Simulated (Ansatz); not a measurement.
Steps of a relaxation of `[SiH3]C([SiH3])S` with RKS PBE-D4/def2-SVP.

```sh
$ ansatz run in.yaml --threads 4 --pin off --events-out ev --progress --plain --max-ram 10444MiB
```

```yaml
crystal:
  periodic: [false, false, false]
  atoms:
    - {symbol: Si, position_ang: [-0.659200, 1.300600, 0.263400]}
    - {symbol: C, position_ang: [-0.321600, -0.190500, -0.695500]}
    - {symbol: Si, position_ang: [1.294200, -0.773300, -0.118900]}
    - {symbol: S, position_ang: [-1.515800, -1.448400, -0.395800]}
    - {symbol: H, position_ang: [0.321000, 2.390200, 0.014000]}
    - {symbol: H, position_ang: [-0.806400, 1.098400, 1.711300]}
    - {symbol: H, position_ang: [-1.979100, 1.923200, -0.182100]}
    - {symbol: H, position_ang: [-0.257100, 0.031600, -1.776200]}
    - {symbol: H, position_ang: [1.753500, -1.975600, -0.802200]}
    - {symbol: H, position_ang: [1.306800, -1.115800, 1.366100]}
    - {symbol: H, position_ang: [2.372700, 0.246900, -0.309000]}
    - {symbol: H, position_ang: [-1.431900, -1.542400, 0.958900]}
basis:
  gaussian: {orbitals: def2-SVP}
hamiltonian: {xc: pbe, dispersion: d4}
relax: {f_tol: 0.03, max_steps: 200}
```

Positions (Å) and forces (eV/Å) along the path, 6 of 6 steps:

```xyz
12
step=1 energy=-27733.5178 eV
Si   -0.659    1.301    0.263   -1.662    2.589   -0.113
C    -0.322   -0.191   -0.696    0.590    0.177   -0.421
Si    1.294   -0.773   -0.119    2.068   -0.552    0.934
S    -1.516   -1.448   -0.396   -1.732   -1.570   -0.275
H     0.321    2.390    0.014    0.463    0.117    0.012
H    -0.806    1.098    1.711    0.151   -0.396    0.587
H    -1.979    1.923   -0.182    0.138   -0.201    0.085
H    -0.257    0.032   -1.776   -0.178    0.000   -0.111
H     1.754   -1.976   -0.802    0.154   -0.782   -0.499
H     1.307   -1.116    1.366   -0.276    0.172   -0.243
H     2.373    0.247   -0.309    0.094    0.269   -0.045
H    -1.432   -1.542    0.959    0.191    0.174    0.089
12
step=2 energy=-27733.9594 eV
Si   -0.751    1.400    0.238   -0.284    0.734    0.350
C    -0.288   -0.188   -0.614    0.190    0.299   -0.725
Si    1.391   -0.825   -0.128    0.669   -0.128    0.617
S    -1.548   -1.459   -0.408   -0.650   -0.618    0.084
H     0.328    2.432    0.033   -0.040    0.050   -0.055
H    -0.813    1.111    1.707   -0.061   -0.009    0.154
H    -2.093    1.949   -0.207    0.206   -0.122   -0.010
H    -0.248    0.026   -1.701   -0.068   -0.008   -0.189
H     1.784   -2.065   -0.862   -0.026   -0.122   -0.134
H     1.312   -1.132    1.352    0.076   -0.028   -0.107
H     2.448    0.232   -0.324    0.014   -0.007   -0.036
H    -1.445   -1.536    0.948   -0.026   -0.041    0.051
12
step=3 energy=-27734.0313 eV
Si   -0.764    1.434    0.255    0.003    0.066    0.107
C    -0.280   -0.179   -0.622    0.147    0.190   -0.089
Si    1.425   -0.840   -0.108    0.088   -0.081    0.026
S    -1.574   -1.466   -0.408   -0.166   -0.159    0.029
H     0.297    2.485    0.027   -0.049   -0.014    0.015
H    -0.848    1.146    1.734   -0.013    0.034   -0.058
H    -2.093    1.945   -0.228    0.007   -0.021   -0.015
H    -0.255    0.026   -1.715   -0.007   -0.032    0.014
H     1.777   -2.081   -0.884   -0.020    0.032    0.012
H     1.373   -1.171    1.362    0.011    0.000   -0.043
H     2.487    0.209   -0.328   -0.010   -0.024    0.006
H    -1.469   -1.564    0.949    0.009    0.008   -0.003
12
step=4 energy=-27734.0365 eV
Si   -0.773    1.445    0.259    0.030   -0.038    0.007
C    -0.269   -0.171   -0.618    0.066    0.073    0.007
Si    1.436   -0.853   -0.111   -0.034   -0.002   -0.017
S    -1.575   -1.463   -0.402   -0.025   -0.024    0.024
H     0.275    2.508    0.038   -0.015    0.004    0.005
H    -0.870    1.168    1.737   -0.008    0.004   -0.022
H    -2.100    1.938   -0.242   -0.007   -0.013   -0.018
H    -0.249    0.026   -1.713   -0.004   -0.006    0.018
H     1.773   -2.090   -0.897   -0.018    0.022    0.001
H     1.389   -1.192    1.355    0.004   -0.010    0.001
H     2.505    0.189   -0.328    0.007   -0.011    0.000
H    -1.464   -1.559    0.955    0.003    0.001   -0.006
12
step=5 energy=-27734.0352 eV rejected
Si   -0.786    1.453    0.252    0.010    0.020   -0.053
C    -0.250   -0.151   -0.622    0.082    0.071    0.052
Si    1.442   -0.866   -0.121    0.012    0.018   -0.052
S    -1.546   -1.439   -0.347   -0.103   -0.097   -0.015
H     0.241    2.548    0.079   -0.020   -0.034    0.014
H    -0.934    1.148    1.720    0.014    0.027   -0.007
H    -2.106    1.921   -0.296    0.014   -0.006    0.013
H    -0.254    0.023   -1.721    0.017    0.013    0.022
H     1.747   -2.087   -0.944   -0.003    0.012    0.016
H     1.365   -1.249    1.333    0.026    0.015   -0.009
H     2.548    0.147   -0.305   -0.034   -0.022    0.016
H    -1.390   -1.504    1.007   -0.017   -0.017    0.003
12
step=6 energy=-27734.0387 eV
Si   -0.779    1.450    0.257   -0.011    0.003    0.004
C    -0.258   -0.160   -0.611    0.002    0.000    0.014
Si    1.440   -0.860   -0.115    0.002   -0.011    0.000
S    -1.567   -1.454   -0.384    0.010    0.011   -0.007
H     0.255    2.529    0.053    0.002    0.000   -0.003
H    -0.898    1.175    1.732   -0.004    0.000    0.000
H    -2.104    1.923   -0.269    0.001   -0.003   -0.004
H    -0.244    0.030   -1.707   -0.001   -0.001   -0.007
H     1.753   -2.090   -0.919   -0.003    0.002   -0.003
H     1.395   -1.218    1.347    0.000   -0.003   -0.001
H     2.526    0.166   -0.323   -0.001    0.001   -0.002
H    -1.444   -1.549    0.972    0.003    0.001    0.007
```

It took 9 s on 4 threads of an Arm Neoverse V1 on a shared host, with 0.16 GiB of host memory at the peak.
